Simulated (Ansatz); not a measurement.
`[SiH3][O][Cd][Br]` → `[OH][Cd][Br]` + `[SiH2]`  (silylene loss)

Gas-phase electronic energies from Ansatz, PBE0-D4/def2-TZVP geometries. CCSD(T)/CBS is the MP2 limit (def2-TZVPP, def2-QZVPP) plus CCSD(T) − MP2 in def2-TZVPP, frozen cores. This one scheme is used for every species. def2 core potentials past Kr. For Br, Cd outer-core shells are correlated without core-valence functions, which leaves a few kJ/mol of doubt a bond. Scalar relativity is left out up to krypton. One conformer a species, not always the lowest.

```csv
species,MP2/def2-QZVPP energy (Eh)
`[SiH3][O][Cd][Br]`,-3106.82217
`[OH][Cd][Br]`,-2816.53231
`[SiH2]`,-290.15204
```

Work out ΔE.

ΔE = (-2816.53231) + (-290.15204) − (-3106.82217) = 0.13782 Eh = +86.5 kcal/mol. CCSD(T)/CBS gives +81.6 kcal/mol.

Largest T1 diagnostic among the species: 0.014.

The D4 term adds +2.5 kcal/mol with B3LYP and +1.3 kcal/mol with PBE0; it sums over pairs of atoms, weighted by their polarisabilities, and B3LYP, whose exchange is more repulsive, gets the larger term. Leaving LDA and LC-ωPBE aside and taking each functional with its dispersion term where it has one, the values, not all of them listed here, spread over 10.7 kcal/mol, from BLYP-D4 to r2SCAN0-D4. LDA lies +7.7 kcal/mol from PBE without D4.

B3LYP here is the variant with VWN-RPA as its local correlation; programs differ in this.
